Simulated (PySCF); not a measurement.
C2H10Al2O2.
SMILES with atom numbers: `[CH3:1][O+:2]1[AlH2-:3][O+:4]([CH3:5])[AlH2-:6]1` (hydrogens: H7, H8, H9 on C1; H10, H11 on Al3; H12, H13, H14 on C5; H15, H16 on Al6)

Structure used (GFN2-xTB), in Å, numbered top down from 1:
```
atom  x, y, z in Å
C1     2.5289    0.7383    0.0346
O2     1.1625    0.3637   -0.0252
Al3    0.3414   -1.1432   -0.6828
O4    -1.1746   -0.3255   -0.0411
C5    -2.5227   -0.7626    0.0133
Al6   -0.3545    1.1859    0.6051
H7     2.8034    1.3071   -0.8549
H8     3.1502   -0.1573    0.0903
H9     2.7015    1.3545    0.9189
H10    0.6874   -2.3735    0.1836
H11    0.3591   -1.1352   -2.2250
H12   -2.5508   -1.8527    0.0651
H13   -3.0612   -0.4340   -0.8768
H14   -3.0073   -0.3449    0.8980
H15   -0.3703    1.1748    2.1491
H16   -0.7007    2.4135   -0.2636
```

Jobs on this species (16 atoms, 64 electrons) with PySCF (density fitting). Hardware of each: one thread, Arm Neoverse N1 (aarch64), shared host. Other jobs ran on the host; a repeat could differ by tens of per cent or more. Peak memory is the resident size of the whole Python process, interpreter and libraries included.

Question: Rank these jobs by wall time, shortest first.
A. PBE0/pcSseg-1; shieldings, ring-centre shieldings, charges and field gradients; 166 basis functions
B. PBE/pcSseg-0, fitting basis def2-qzvpp-jkfit; shieldings, ring-centre shieldings, charges and field gradients; 82 basis functions
C. KT2/ANO-RCC-VDZP; shieldings, ring-centre shieldings; 142 basis functions

Answer: B (16 s), A (32 s), C (2.0 min).

All jobs:

```
                          level and settings                                                               work  basis functions  SCF cycles  wall time  peak memory
PBE/pcSseg-0, fitting basis def2-qzvpp-jkfit    shieldings, ring-centre shieldings, charges and field gradients               82          10       16 s     0.45 GiB
                               PBE0/pcSseg-1    shieldings, ring-centre shieldings, charges and field gradients              166          12       32 s     0.75 GiB
                              PBE0/def2-SVPD  6 singlets by full TDDFT, 2 Tamm–Dancoff triplets, polarisability              214          12       46 s     0.87 GiB
                            KT2/ANO-RCC-VDZP                                 shieldings, ring-centre shieldings              142          14    2.0 min     0.63 GiB
```

Q: What do all jobs in the table cost together?

A: About 3.6 min; the longest takes about 56 % of that, and about 7.5 times as long as the shortest.
